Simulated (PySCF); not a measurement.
The vertical singlet excitations below were computed for one of the candidates. Computed with TDDFT B3LYP/def2-SVPD, vertical, gas phase, core orbitals frozen in the response (PySCF 2.14.0, density-fitted response routines). Geometries: GFN2-xTB, one conformer each.

```json
{"state": "S1", "E (eV)": "4.54", "λ (nm)": "273.4", "f": "0.035"}
{"state": "S2", "E (eV)": "4.85", "λ (nm)": "255.7", "f": "0.233"}
{"state": "S3", "E (eV)": "5.18", "λ (nm)": "239.3", "f": "0.012"}
{"state": "S4", "E (eV)": "5.33", "λ (nm)": "232.6", "f": "0.0039"}
{"state": "S5", "E (eV)": "5.79", "λ (nm)": "214.0", "f": "0.0006"}
{"state": "S6", "E (eV)": "5.99", "λ (nm)": "207.0", "f": "0.175"}
{"state": "S7", "E (eV)": "6.38", "λ (nm)": "194.5", "f": "0.0001"}
{"state": "S8", "E (eV)": "6.43", "λ (nm)": "192.9", "f": "0.012"}
```

Triplets computed (Tamm–Dancoff): 3.12, 3.76, 4.32 eV.

Orbital energies (eV): HOMO-3 -8.86, HOMO-2 -7.59, HOMO-1 -7.41, HOMO -6.23, LUMO -1.28, LUMO+1 -0.94, LUMO+2 0.32.

Problem. Which structure fits? All have the formula C6H7OP.
A. `C#C[P@]1(=O)C=CCC1`
B. `C1CC1c1pcoc1`
C. `COc1ccpcc1`

Solution. C. Its S1, at 4.54 eV, is the lowest among the candidates; the nearest of the others has S1 at 4.92 eV. S1 is HOMO→LUMO+1 (74%), HOMO-2→LUMO (16%). Löwdin shares by element: HOMO phosphorus 27%, carbon 25% or more, oxygen 17% (atoms not listed hold the other 32%); LUMO carbon 46% or more, phosphorus 34% (atoms not listed hold the other 20%). At the same level the other candidates give, for their lowest levels:
- `c1occ(C2CC2)p1`: 4.92 eV (f 0.041); 5.56 eV (f 0.055); 5.80 eV (f 0.010); 6.06 eV (f 0.002); 6.31 eV (f 0.096); T1 3.31 eV; HOMO -6.53, LUMO -1.06 eV
- `C#C[P@]1(=O)C=CCC1`: 5.31 eV (f 0.003); 5.55 eV (f 0.011); 5.94 eV (f 0.003); 6.01 eV (f 0.000); 6.12 eV (f 0.027); T1 4.29 eV; HOMO -7.52, LUMO -1.21 eV

The values belong to the conformer `[CH3:1][O:2][c:3]1[cH:4][cH:5][p:6][cH:7][cH:8]1`: C1–O2–C3–C4 180°.
